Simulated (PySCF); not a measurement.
SMILES Cc1ccc(B(O)O)s1, singlet (GFN2-xTB optimised geometry):

```
16

C      3.019    -1.398    -0.001
C      1.729    -0.660    -0.002
C      1.519     0.685    -0.006
C      0.154     1.036    -0.005
C     -0.700    -0.031     0.000
B     -2.260    -0.031     0.000
O     -2.894     1.162     0.000
O     -3.014    -1.165    -0.001
S      0.223    -1.514     0.003
H      3.104    -2.024     0.887
H      3.092    -2.048    -0.873
H      3.849    -0.696    -0.016
H      2.319     1.405    -0.010
H     -0.207     2.048    -0.007
H     -3.849     1.084    -0.001
H     -2.536    -1.993    -0.001
```

Level of theory: PBE0/def2-TZVP run with PySCF.

**Question.** What are the frontier orbital energies and the dipole moment?

**Answer.** HOMO-2 -9.27 eV, HOMO-1 -7.23 eV, HOMO -6.64 eV, LUMO -0.88 eV, LUMO+1 0.28 eV; dipole moment 1.46 D.

Meta-Löwdin charges at PBE0/def2-TZVP: C1 -0.35, C2 -0.09, C3 -0.17, C4 -0.12, C5 -0.25, B6 0.43, O7 -0.52, O8 -0.54, S9 0.23, H10 0.13, H11 0.13, H12 0.13, H13 0.13, H14 0.14, H15 0.36, H16 0.36.
